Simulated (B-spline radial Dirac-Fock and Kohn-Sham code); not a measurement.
## Conversion-electron coefficients: Pt, 2000 keV

Z = 78 (platinum), transition energy 2000 keV. These are calculated numbers from a B-spline atomic structure program; the model is a Dirac-Hartree-Slater potential of the neutral atom with a Latter tail (no hole, which puts coefficients of high multipoles low close above an edge), finite nucleus with surface currents. Subshells that would emit electrons below 1 keV are left out, and so is internal pair formation.

Input of the calculation (task.json; shells as n, l, electrons):

```json
{"items": [{
  "Z": 78,
  "q": 0,
  "cfg": [[1, 0, 2], [2, 0, 2], [2, 1, 6], [3, 0, 2], [3, 1, 6], [3, 2, 10], [4, 0, 2], [4, 1, 6], [4, 2, 10], [4, 3, 14], [5, 0, 2], [5, 1, 6], [5, 2, 9], [6, 0, 1]],
  "A": 195,
  "rrms": 5.427,
  "do": "conversion",
  "gamma": [2000],
  "edges": {"K": 78395.0, "L1": 13880.0, "L2": 13273.0, "L3": 11564.0, "M1": 3296.0, "M2": 3027.0, "M3": 2645.0, "M4": 2202.0, "M5": 2122.0, "N1": 725.4, "N2": 609.1, "N3": 519.4, "N4": 331.6, "N5": 314.6, "N6": 74.5, "N7": 71.2, "O1": 101.7, "O2": 65.3}
}]}
```

Launch: `python xray2_run.py task.json out`

| subshell | electron energy (keV) | E1 | E5 | M1 | M3 | M4 |
| --- | --- | --- | --- | --- | --- | --- |
| K | 1921.61 | 0.000546 | 0.00614 | 0.00194 | 0.00750 | 0.0115 |
| L1 | 1986.12 | 7.24e-05 | 0.000986 | 0.000279 | 0.00116 | 0.00186 |
| L2 | 1986.73 | 3.03e-06 | 0.000327 | 1.81e-05 | 0.000125 | 0.000249 |
| L3 | 1988.44 | 2.56e-06 | 3.63e-05 | 2.52e-06 | 1.43e-05 | 4.53e-05 |
| M1 | 1996.70 | 1.63e-05 | 0.000229 | 6.35e-05 | 0.000267 | 0.000431 |
| M2 | 1996.97 | 7.71e-07 | 8.50e-05 | 4.64e-06 | 3.22e-05 | 6.47e-05 |
| M3 | 1997.36 | 6.71e-07 | 9.77e-06 | 6.58e-07 | 3.86e-06 | 1.24e-05 |
| M4 | 1997.80 | 1.69e-09 | 1.71e-07 | 1.78e-09 | 3.51e-08 | 1.44e-07 |
| M5 | 1997.88 | 5.55e-09 | 3.77e-08 | 5.31e-09 | 9.96e-09 | 2.20e-08 |
| N1 | 1999.27 | 4.12e-06 | 5.84e-05 | 1.61e-05 | 6.80e-05 | 0.000110 |
| N2 | 1999.39 | 1.93e-07 | 2.13e-05 | 1.16e-06 | 8.06e-06 | 1.62e-05 |
| N3 | 1999.48 | 1.65e-07 | 2.42e-06 | 1.62e-07 | 9.58e-07 | 3.08e-06 |
| N4 | 1999.67 | 4.48e-10 | 4.59e-08 | 4.72e-10 | 9.38e-09 | 3.84e-08 |
| N5 | 1999.69 | 1.46e-09 | 9.97e-09 | 1.40e-09 | 2.62e-09 | 5.82e-09 |
| N6 | 1999.93 | 2.63e-13 | 5.20e-12 | 2.44e-13 | 8.82e-13 | 3.51e-12 |
| N7 | 1999.93 | 1.50e-12 | 6.12e-12 | 1.46e-12 | 2.31e-12 | 3.28e-12 |
| total |  | 0.000647 | 0.00791 | 0.00232 | 0.00919 | 0.0143 |

Question: For a pure M1 transition, what fraction of decays emits a photon?

Answer: 1/(1 + α) = 0.998 with the total α = 0.00232; the total includes the outer subshells that are not listed, and pair formation is not counted.
